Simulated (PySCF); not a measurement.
A GIAO shielding run with PySCF (density fitting, non-relativistic, gas phase) on `CS[C@@H]1C[SiH2][Si@@H]1C#N`, C₄H₉NSSi₂:

```
$ OMP_NUM_THREADS=1 python probes_run.py task.json out

{"job": {"kind": "nmr", "xc": "PBE0", "basis": "pcSseg-1"}, "charge": 0, "multiplicity": 1}
C      2.680644     0.287867    -0.147989
S      1.486732    -0.775960    -0.997154
C      0.129813    -0.738776     0.230243
C     -1.093809    -1.520916    -0.293085
Si    -2.543340    -0.359451     0.211578
Si    -0.683899     0.977317     0.659005
C     -0.211432     2.280951    -0.590908
N      0.049513     3.086104    -1.364310
H      2.901109    -0.121872     0.834345
H      2.273941     1.293311    -0.063788
H      3.579058     0.299968    -0.756144
H      0.532624    -1.210968     1.130563
H     -1.124763    -2.538282     0.094205
H     -1.028693    -1.608649    -1.378654
H     -3.484047    -0.046437    -0.865107
H     -3.298495    -0.841824     1.373227
H     -0.171953     1.549647     1.914065
```

Hardware: 1 thread of an Intel Xeon 6975P-C, shared host. The job also computes population analyses, field gradients, ring-centre shieldings.

**Question.** How large is the calculation?

**Answer.** 84 electrons, 202 basis functions and 1113 auxiliary functions.

**Question.** How long does it take, and how much memory does it need?

**Answer.** 37 s of wall time, with 14 SCF cycles and 5 response iterations; peak memory 0.85 GiB. Times on a shared host scatter by some tens of per cent.
